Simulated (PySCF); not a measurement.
Gas-phase reaction: AsH3 + O → AsH2 + OH, at 1600 K and a standard pressure of 1 bar. Level: HF/6-31G*.

Computed with PySCF and rigid-rotor harmonic-oscillator thermochemistry at 1 bar. 6-31G* has spherical d functions here. Open shells (unrestricted): O (multiplicity 3, electronic degeneracy 9), AsH2 (multiplicity 2), OH (multiplicity 2, electronic degeneracy 4); the rest are closed-shell singlets. Spin-orbit splitting is ignored; it lowers the true energy and changes the entropy of O, OH. As: all electrons, no relativistic terms. AsH2: computed as isolated molecules; such fragments, hydroxides, amides, oligomers or adducts are transient or little studied in the gas. The harmonic model lacks anharmonicity and excited electronic states, which grow with temperature; levels with a mode under 35 cm⁻¹ are left out.

```tsv
species	E (Ha)	H(1600 K) − E (kJ/mol)	S°(1600 K) (J/mol/K)
AsH3	-2235.04860	150.2	313.9
O	-74.78318	33.3	196.6
AsH2	-2234.46184	103.3	296.2
OH	-75.38105	71.7	233.7
```
E: electronic energy; H − E holds the zero-point and thermal terms. 1 Ha = 2625.5 kJ/mol.

### Question
Work out ΔH°, ΔS°, ΔG° and log10 K from these numbers.

### Answer
1. ΔE = 1×(-2234.46184) + 1×(-75.38105) − 1×(-2235.04860) − 1×(-74.78318) = -0.01111 Ha = -29.2 kJ.
2. Δ(H − E) = 1×(103.3) + 1×(71.7) − 1×(150.2) − 1×(33.3) = -8.5 kJ, so ΔH° = -37.7 kJ.
3. ΔS° = 1×(296.2) + 1×(233.7) − 1×(313.9) − 1×(196.6) = 19.4 J/K; the number of gas molecules stays the same.
4. ΔG° = ΔH° − TΔS° = -37.7 − 1600×(19.4)/1000 = -68.7 kJ.
5. log10 K = −ΔG°/(RT ln 10) = 2.24, with RT ln 10 = 30.63 kJ/mol; at standard pressures the products are favoured.
6. A shift of 10 kJ in ΔE would move log10 K by 0.33 here.
For scale, ΔH°(298 K) is -31 kJ at this level, -115 kJ at ωB97M-V/def2-TZVP†, and runs from -141 to -31 kJ over the 19 levels computed († marks an energy on the PBE0/def2-TZVP geometry).
